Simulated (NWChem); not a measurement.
**Spin states of HB**

```xyz
2

B      0.0000     0.0000     0.2087
H      0.0000     0.0000    -1.0435
```
Charge 0, spin multiplicity 1.

All runs are NWChem calculations. The geometry was optimised at PBE0/def2-SVP, a minimum by its harmonic frequencies.

Basis set: def2-TZVP. The gap is E(triplet) − E(singlet) at the geometry of the singlet, so a negative value puts the higher spin lower. Open shells are unrestricted, and the singlet is the closed-shell solution. The triplet is the single determinant that the SCF runs reached, with unpaired electrons in orbitals of symmetry a1 and b2 (C2v labels); it need not be the lowest triplet, which in molecules with degenerate π orbitals can need several determinants.

The correlated methods keep 1 core orbital frozen. The structure started from a generated list of species. The stability of the SCF solutions was not checked. Open-shell Hartree-Fock references start from PBE0 orbitals.

**Question.** For the vertical singlet-triplet gap, PBE gives 22.3 kcal/mol and LDA (SVWN5) gives 23.4 kcal/mol. What do B2PLYP, HF, PBE0 give?

**Answer.** B2PLYP: 27.1 kcal/mol; HF: 9.5 kcal/mol; PBE0: 21.5 kcal/mol.
